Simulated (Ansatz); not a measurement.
Start from `BC(Cl)I` and change one atom or group to get `B[CH](Cl)[Zn][F]`.

Ansatz, PBE0-D4/def2-TZVP geometries, multiplicity 1. Each molecule was computed in one conformer, which needn't be the lowest. `BC(Cl)I` holds a close contact that its SMILES doesn't draw: I···B 2.47 Å.

Elements past krypton have def2 core potentials. Scalar relativity is left out up to krypton. Spin–orbit coupling is left out; it splits and shifts lone-pair levels of the heavy atoms by tenths of an eV.

```tsv
property	`BC(Cl)I`
size of the dipole moment (ωB97M-V/def2-TZVPP) / D	1.14
size of the dipole moment (B3LYP/def2-TZVPP) / D	1.14
HOMO energy (B3LYP/def2-TZVPP) / eV	-7.67
LUMO energy (PBE/def2-TZVPP) / eV	-2.96
HOMO energy (ωB97M-V/def2-TZVPP) / eV	-10.08
HOMO energy (PBE/def2-TZVPP) / eV	-6.76
```

Task: Give the same properties after the change, and the shifts. (An estimate is asked.)

Result: The calculation gave: 
```
                                          property  `B[CH](Cl)[Zn][F]`  shift
size of the dipole moment (ωB97M-V/def2-TZVPP) / D                1.94   0.80
  size of the dipole moment (B3LYP/def2-TZVPP) / D                2.03   0.89
               HOMO energy (B3LYP/def2-TZVPP) / eV               -7.89  -0.22
                 LUMO energy (PBE/def2-TZVPP) / eV               -2.76   0.20
             HOMO energy (ωB97M-V/def2-TZVPP) / eV              -10.24  -0.16
                 HOMO energy (PBE/def2-TZVPP) / eV               -6.98  -0.22
```

With PBE0 the HOMO falls by 0.18 eV and the LUMO rises by 0.17 eV, so the gap widens by about 0.35 eV. PBE moves the HOMO by -0.22 eV and ωB97M-V by -0.16 eV. Dipoles are sizes alone; their direction can turn.

B3LYP here is the variant with VWN-RPA as its local correlation; programs differ in this.
